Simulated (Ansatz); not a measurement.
Cost and result for the atomization energy of Al2H6S2 (`[AlH2-]1[SH+][AlH2-][SH+]1`) (10 atoms, 10 bonds).

```xyz
10

Al    0.2000    1.5880   -0.1488
S    -1.3478    0.2899    1.0959
Al   -0.5896   -1.4622   -0.3130
S     1.2364   -0.2540   -1.2273
H     1.2382    2.2380    0.8528
H    -0.6437    2.3261   -1.2614
H    -0.4996    0.0161    2.1027
H    -0.0221   -2.6305    0.5907
H    -1.6558   -1.5837   -1.4719
H     2.0839   -0.5277   -0.2198
```

Charge 0, multiplicity 1. All single points use the PBE0-D4/def2-TZVP geometry. Program: Ansatz. All runs use 2 threads of a server CPU on a shared host. Times are those of one run each, without the atoms' runs, and a repeat can differ threefold. Electronic energies, without spin–orbit coupling; frozen cores. CCSD(T)/CBS adds CCSD(T) − MP2 in def2-TZVPP to the MP2 limit, and its time is that of the two runs behind it. T1 = 0.010.

CCSD(T)/CBS is a level of theory with its own doubt, some kJ/mol a heavy atom from the limit and from the frozen cores, so smaller differences don't rank the functionals.

```csv
level,functions,wall time
LDA (SPW92)/def2-TZVPP,252,6 s
revPBE-D4/def2-TZVPP,252,7 s
BLYP-D4/def2-TZVPP,252,7.5 s
CCSD(T)/def2-SVP,102,9 s
PBE0-D4/def2-TZVPP,252,12 s
BHLYP-D4/def2-TZVPP,252,14 s
r2SCAN-D4/def2-TZVPP (with forces),252,15 s
PBE-QIDH/def2-TZVPP,252,19 s
B2PLYP/def2-TZVPP,252,20 s
ωB97X-V/def2-TZVPP,252,25 s
MP2/def2-QZVPP,460,60 s
CCSD(T)/def2-TZVPP,252,2.6 min
CCSD(T)/CBS(def2),–,3.6 min
```

(1) What atomization energy does each give, and how far from CCSD(T)/CBS? (An estimate is asked.)

## Answers

(1) Ansatz gave: 
```csv
level,atomization (kcal/mol),difference from CCSD(T)/CBS,per bond
LDA (SPW92)/def2-TZVPP,734.4,67.1,6.7
revPBE-D4/def2-TZVPP,648.0,-19.3,-1.9
BLYP-D4/def2-TZVPP,649.9,-17.4,-1.7
CCSD(T)/def2-SVP,621.6,-45.7,-4.6
PBE0-D4/def2-TZVPP,656.0,-11.3,-1.1
BHLYP-D4/def2-TZVPP,652.5,-14.8,-1.5
r2SCAN-D4/def2-TZVPP (with forces),668.7,1.4,0.1
PBE-QIDH/def2-TZVPP,655.8,-11.5,-1.1
B2PLYP/def2-TZVPP,648.9,-18.4,-1.8
ωB97X-V/def2-TZVPP,671.2,3.9,0.4
MP2/def2-QZVPP,658.2,-9.1,-0.9
CCSD(T)/def2-TZVPP,648.4,-18.9,-1.9
CCSD(T)/CBS(def2),667.3,0.0,0.0
```

At CCSD(T), def2-SVP lies −45.7 kcal/mol from the extrapolated value and def2-TZVPP −18.9 kcal/mol: correlation converges slowly with the basis, and small sets miss more of it in the bonded molecule than in its fragments. From BLYP to BHLYP (50 % exact exchange), in def2-TZVPP and without D4, the atomization energy moves by +7.1 kcal/mol. In def2-TZVPP, CCSD(T) changes the Hartree–Fock value by +151.2 kcal/mol (the triples alone add +8.3 kcal/mol) and MP2 by +149.9 kcal/mol; breaking electron pairs costs correlation energy, which Hartree–Fock lacks.
